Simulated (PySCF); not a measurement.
C3S2, SMILES S=C=C=C=S. Heavy atoms are numbered as in [S:1]=[C:2]=[C:3]=[C:4]=[S:5].

Coordinates come from a PBE0-D3(BJ)/def2-SVP optimisation.

These are PySCF with PBE0/pcSseg-1 values and carry that method's errors.

GIAO shieldings, no solvent; atoms alike by connectivity are averaged. δ = σ(ref) − σ: ³³S against H2S (σ = 716.7 ppm); ¹³C against TMS (σ = 186.3 ppm), references at their B3LYP-D3(BJ)/def2-TZVP geometries, non-relativistic.

Computed chemical shifts:
```json
[
 {"nucleus": "³³S", "atoms": "S1", "count": "2", "δ (ppm)": "116.9"},
 {"nucleus": "¹³C", "atoms": "C2", "count": "2", "δ (ppm)": "143.1"},
 {"nucleus": "¹³C", "atoms": "C3", "count": "1", "δ (ppm)": "64.3"}
]
```
